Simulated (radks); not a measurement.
Q: The table gives one normalised radial function P(r) = r R(r) of Ga29+ in 1s1.5 2s0.5 (r in bohr). Calculated with a radial shooting solver on a logarithmic mesh with Libxc functionals: scalar-relativistic Kohn-Sham, PBEsol, spin-polarised, spherical densities, finite nucleus; open shells are filled with parallel spins first; Fermi nuclear charge, rms radius 3.9973 fm.

r,P
0.002775,0.9344
0.003821,1.2354
0.005305,1.6241
0.007306,2.0848
0.01006,2.6144
0.01397,3.1889
0.01923,3.7009
0.02649,4.0407
0.03648,4.0567
0.05063,3.6131
0.06973,2.7470
0.09603,1.6777
0.1333,0.7398
0.1836,0.2182
0.2528,0.0362
0.3482,0.0027
0.4833,0.0001
0.6656,0.0000
0.9166,0.0000
1.272,0.0000

Which n and l does it have? It may be an empty orbital.

A: n = 1, l = 0: the number of nodes gives n - l - 1 = 0, the rise at small r (about r^(l+1)) gives l, and the extent must fit the shell. The curve is that of 1s down; the table hardly tells the two spins apart. 1s down: eigenvalue -12622.0 eV, 0 radial nodes, <r> = 0.0480 bohr, 90 % of the charge inside 0.0857 bohr.
